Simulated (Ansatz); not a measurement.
# A cut through the energy surface

YCl3 (SMILES [Cl][Y]([Cl])[Cl]), singlet, at its PBE0-D4/def2-TZVP minimum:

Cl1  (-1.745, -0.674, 1.543)
Y2  (0.014, -0.015, -0.005)
Cl3  (2.281, -0.844, 0.304)
Cl4  (-0.495, 1.473, -1.863)
(Å)

The bond length Cl1–Y2 (2.434 Å at the minimum) is set to the values below, with the rest relaxed at PBE0-D4/def2-TZVP at each step. Each method's energies count from its own value at the PBE0-D4 minimum structure. Computed with Ansatz 0.2.0 (basis: def2-TZVPP); correlated methods freeze the cores. Core potentials replace the inner electrons of the atoms past krypton. B3LYP uses VWN-RPA correlation.

CCSD(T) energies along the scan:
```tsv
bond length (Å)	CCSD(T) (kcal/mol)
2.142	20.53
2.227	9.58
2.351	1.60
2.495	0.19
2.656	4.49
2.829	12.69
3.013	23.16
3.206	34.64
3.407	46.32
```
They count from the CCSD(T) energy at the PBE0-D4 minimum.

Minimum and curvature along this coordinate at CCSD(T): A fifth-order fit through the nearest points gives 2.452 Å, with a curvature of about 12 eV/Å².

Largest difference from the CCSD(T) curve over the scan: PBE-D4 3.65; r2SCAN-D4 1.98; PBE0-D4 2.83; B3LYP-D4 3.55 kcal/mol. Each curve counts from its own value at the minimum.

The T1 diagnostic stays at or below 0.013.

For scale, one of the runs: CCSD(T)/def2-TZVPP, 182 basis functions (an equivalent command: `ansatz run in.yaml --threads 4`). The run took 9.5 s on 4 CPU threads (shared host), with 1.9 GiB of host memory at its peak.
